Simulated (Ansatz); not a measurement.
`[OH][Ga]([Br])[Br]` + H₂ → `[Br][GaH][Br]` + H₂O at 400 K and 1 bar (hydrogenolysis of a Ga–O bond).

Calculated with Ansatz (gas phase, PBE0-D4/def2-TZVP geometries, no zero-point term in ΔE). CCSD(T)/CBS adds triple-zeta CCSD(T) − MP2 to the extrapolated MP2 energy (def2 sets, frozen cores). This one scheme is used for every species. For Br, Ga outer-core shells are correlated without core-valence functions, which leaves a few kJ/mol of doubt a bond. Scalar relativity is left out up to krypton. One conformer a species, not always the lowest.

```csv
species,CCSD(T)/CBS energy (Eh),H − E (kJ/mol),S (J/(mol·K))
`[OH][Ga]([Br])[Br]`,-7146.50037,68.5,383.5
H₂,-1.17544,38.0,139.0
`[Br][GaH][Br]`,-7071.28437,44.7,343.0
H₂O,-76.37941,69.8,198.6
```

H − E and S are ideal-gas, rigid-rotor, harmonic terms from PBE0-D4/def2-TZVP, for one conformer and one mirror image of each species. The MP2-based limit puts H₂ 0.8 mEh under its directly extrapolated value; such offsets cancel only in part. 1 Eh = 2625.50 kJ/mol, R = 8.31446 J/(mol·K).

Task: By hand: ΔE, ΔH, ΔS and ΔG.

Result: ΔE = (-7071.28437) + (-76.37941) − (-7146.50037) − (-1.17544) = 0.01203 Eh = 31.6 kJ/mol. Δ(H − E) = 44.7 + 69.8 − 68.5 − 38.0 = 8.0, so ΔH = 39.6 kJ/mol. ΔS = 343.0 + 198.6 − 383.5 − 139.0 = 19.1 J/(mol·K). ΔG = 39.6 − 400 × (19.1)/1000 = 32.0 kJ/mol.

Task: By hand: the equilibrium constant, and the temperature at which ΔG would vanish if ΔH and ΔS stayed fixed.

Result: log₁₀ K = −ΔG/(RT ln 10) = -4.2. ΔG = 0 at ΔH/ΔS = 2073 K, though so small a ΔS makes that figure unsure.

ΔH outweighs TΔS. A doubt of 5 kJ/mol in ΔE shifts log₁₀ K by 0.7 here. Other conformers and mirror images would add mixing entropy, several J/(mol·K) or more a flexible species. These are equilibria of isolated gas molecules and say nothing of rates. Largest T1 diagnostic: 0.010 (customary marks: 0.02 for closed shells, 0.045 for open ones).
